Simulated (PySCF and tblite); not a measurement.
Values are calculated unless marked as measured or tabulated.
C6H7F, numbered as in [F:1][CH2:2][C:3]1=[CH:4][CH2:5][CH:6]=[CH:7]1.

First level. Level: PBE0-D3(BJ)/pcSseg-1//GFN2-xTB, thermal terms from GFN2-xTB, symmetry numbers and mirror pairs counted. Conformers within 2.5 kcal/mol (GFN2-xTB free energy) were kept, 6 at most. GIAO shieldings: PBE0/pcSseg-1. Shifts are against TMS (¹H), TMS (¹³C), CFCl3 (¹⁹F) at the same level. Codes: tblite and PySCF.

It gives, at 298.15 K, with 2 conformers (largest weight 66 %): ¹H: 6.88 (H7, 1H), 6.79 (H6, 1H), 6.59 (H4, 1H), 5.58 (H2, 2H), 3.16 (H5, 2H) ppm. ¹³C: 151.8 (C3), 143.3 (C6), 139.2 (C7), 137.4 (C4), 84.1 (C2), 45.4 (C5) ppm. ¹⁹F: -248.4 (F1) ppm.

Second level: GFN2-xTB geometries, energies revPBE-D3(BJ)/def2-SVP (IEF-PCM, dichloromethane), shieldings mPW1PW91/pcSseg-1 (IEF-PCM, dichloromethane), on up to 6 of the same conformers.

Problem. How do the averaged shifts change?

Solution. 
| signal | first | second | change (ppm) |
| --- | --- | --- | --- |
| H2 | 5.58 | 5.76 | 0.18 |
| H4 | 6.59 | 6.74 | 0.16 |
| H5 | 3.16 | 3.33 | 0.18 |
| H6 | 6.79 | 6.97 | 0.18 |
| H7 | 6.88 | 6.92 | 0.05 |
| C2 | 84.1 | 85.6 | 1.5 |
| C3 | 151.8 | 151.9 | 0.1 |
| C4 | 137.4 | 139.7 | 2.2 |
| C5 | 45.4 | 47.0 | 1.6 |
| C6 | 143.3 | 145.9 | 2.6 |
| C7 | 139.2 | 139.2 | 0.0 |

The largest weight becomes 63 %.

The minima are those of GFN2-xTB; planar forms about aryl–S or allylic bonds may be saddles in DFT. Unscaled ¹⁹F shifts at such levels can be off by tens of ppm; differences between conformers or isomers are more reliable. Shifts are unscaled: against experiment ¹³C can be off by 15 ppm or more and ¹H by 0.8 ppm.
